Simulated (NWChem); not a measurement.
System: Ge2H6O; SMILES [OH][GeH2][GeH3]

The following NWChem deck was run.

```
start job
memory heap 200 mb stack 900 mb global 1100 mb
geometry units angstroms noautoz
  O      1.109393     1.977028     0.209864
  Ge    -0.399222     1.009419    -0.052561
  Ge     0.063462    -1.404183     0.031514
  H      1.475227     1.804073     1.091181
  H     -0.865518     1.461804    -1.454276
  H     -1.468044     1.404636     1.009085
  H      0.689256    -1.790164     1.394080
  H      1.050165    -1.820301    -1.082690
  H     -1.243490    -2.215877    -0.140861
end
basis spherical
  * library sto-3g
end
dft
  xc hfexch
  iterations 150
  mulliken
end
task dft energy
```

All runs use the structure optimised with B3LYP/6-31G* (spherical d).

Task: What results follow from this input? (Hartree-Fock/STO-3G.) Quantities: basis functions; energy (Ha); highest occupied level (eV); orbital gap (eV); dipole (D).

Result: 
| Property | Result |
|---|---|
| number of basis functions | 47 |
| energy (Ha) | -4180.87 |
| highest occupied level (eV) | -8.14 |
| orbital gap (eV) | 18.20 |
| dipole (D) | 1.44 |
